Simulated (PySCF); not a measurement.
**Computed properties of Ge(Cl)2(OH)2 (Cl₂GeH₂O₂), SMILES [OH][Ge]([OH])([Cl])[Cl]**

Ge(Cl)2(OH)2 (Cl2GeH2O2), SMILES [OH][Ge]([OH])([Cl])[Cl]. Geometry optimised at r2SCAN-D4/def2-SVP. The values are those of a single conformer. All values are computed for the isolated molecule unless a solvent is named; none is compared with measurement here.

**Structure.** The optimised structure has C2 symmetry. All 15 harmonic modes at r2SCAN-D4/def2-SVP (PySCF) are real, so it is a minimum. With heavy atoms numbered as in [OH:1][Ge:2]([OH:3])([Cl:4])[Cl:5], the shortest bond between them is Ge2–O3 at 1.757 Å and the longest Ge2–Cl4 at 2.134 Å.

**Vibrations.** The strongest infrared lines (harmonic, unscaled, degenerate partners summed) lie at 912 cm⁻¹ (155 km/mol, H 90 %, O 8 %), 3825 cm⁻¹ (135 km/mol, H 94 %), 755 cm⁻¹ (129 km/mol, O 76 %, Ge 24 %). The softest mode is at 112 cm⁻¹ and the zero-point energy is 18.8 kcal/mol.

**Electronic structure.** r2SCAN/def2-TZVP (PySCF) places the frontier levels at -8.18 and -1.94 eV, a gap of 6.24 eV, and gives a dipole moment of 1.70 D and a mean polarisability of 57.2 bohr³. PBE/def2-TZVP (PySCF) at the same geometry gives -7.75 and -2.25 eV, so its gap is 0.74 eV narrower. An orbital gap is neither the optical nor the fundamental gap.

**Excitations.** TDA-ωB97X/def2-SVPD (PySCF) has S1 at 7.19 eV (173 nm, f = 0.006, weak); the most intense of the 10 singlets computed lies at 9.02 eV (f = 0.14). T1 (TDA) is at 6.65 eV, 0.54 eV under S1. TDA-PBE/def2-SVPD (PySCF) puts S1 at 5.55 eV. No vertical singlet excitation falls in the visible range (under 3.1 eV).

**NMR.** GIAO shifts at HF/pcSseg-1 (PySCF) (non-relativistic, atoms alike by connectivity averaged): ¹H at 2.4 ppm against TMS. Without spin–orbit terms, shifts of atoms bonded to Cl or Br come out too high.
